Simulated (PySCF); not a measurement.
**Electron correlation in Tc³⁺ (technetium, charge +3)**

[Kr] 4d4, high-spin 5D determinant. All numbers are calculated (PySCF 2.14, scalar relativity through the core potential, in def2-QZVPPD with the def2 core potential (28 electrons) (7s5p4d4f2g, 88 functions)). Frozen: nothing; 12 electrons correlated.

```
  level  correlation energy (mhartree)
   CCSD                        -353.87
    (T)                          -7.79
CCSD(T)                        -361.66
```

Diagnostics: T1 = 0.0026, D1 = 0.0075, largest double amplitude 0.025.

Cost of the coupled-cluster step: roughly 40 core-seconds, for 12 correlated electrons.

The basis has no tight functions for the innermost shells, so their pair energies are far from complete.

This basis was not built for core-valence correlation, so the inner-shell part is incomplete.
